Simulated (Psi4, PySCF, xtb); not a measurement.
Two rigid molecules brought together: H2 ··· H4O4Si (SMILES [H][H] and O[Si](O)(O)O). Monomers: optimised at B3LYP-D3(BJ) (def2-TZVP), held rigid. Orientation: lowest of the rigid-body minima from ten starts at GFN2-xTB. R is the distance of the centres of mass, along which the second monomer moves.

- GFN1-xTB (xtb)
- RKS-B3LYP/6-31G* = restricted B3LYP/6-31G*, spherical d, no counterpoise correction in PySCF 2.14.0
- RMP2/3-21G = restricted MP2 (frozen core)/3-21G, no counterpoise correction (PySCF)
- SAPT0/jun-cc-pVDZ, frozen core (Psi4)

Interaction energies in kcal/mol; the last columns give the difference from SAPT0:

```tsv
R / Å	GFN1-xTB	RKS-B3LYP/6-31G*	RMP2/3-21G	SAPT0/jun-cc-pVDZ	GFN1-xTB − SAPT0/jun-cc-pVDZ	RKS-B3LYP/6-31G* − SAPT0/jun-cc-pVDZ	RMP2/3-21G − SAPT0/jun-cc-pVDZ
2.97	1.69	2.34	2.07	1.98	-0.29	0.35	0.09
3.17	0.51	1.00	0.48	0.76	-0.26	0.24	-0.28
3.40	-0.10	0.24	-0.32	0.10	-0.20	0.14	-0.42
3.58	-0.28	-0.03	-0.52	-0.13	-0.15	0.10	-0.39
3.80	-0.34	-0.15	-0.52	-0.24	-0.11	0.09	-0.28
4.00	-0.33	-0.16	-0.44	-0.25	-0.08	0.09	-0.18
4.31	-0.27	-0.12	-0.28	-0.22	-0.05	0.10	-0.06
4.57	-0.22	-0.08	-0.19	-0.18	-0.04	0.10	-0.01
5.08	-0.13	-0.04	-0.08	-0.11	-0.02	0.07	0.03
5.82	-0.06	-0.02	-0.03	-0.05	-0.01	0.03	0.02
6.80	-0.02	-0.01	-0.01	-0.02	0.00	0.01	0.01
8.08	-0.01	0.00	0.00	-0.01	0.00	0.00	0.00
```

GFN1-xTB is furthest from SAPT0/jun-cc-pVDZ at 2.97 (-0.29 kcal/mol, below); its mean absolute difference over the points is 0.10 kcal/mol.

RKS-B3LYP/6-31G* is furthest from SAPT0/jun-cc-pVDZ at 2.97 (0.35 kcal/mol, above); its mean absolute difference over the points is 0.11 kcal/mol.

RMP2/3-21G is furthest from SAPT0/jun-cc-pVDZ at 3.40 (-0.42 kcal/mol, below); its mean absolute difference over the points is 0.15 kcal/mol.
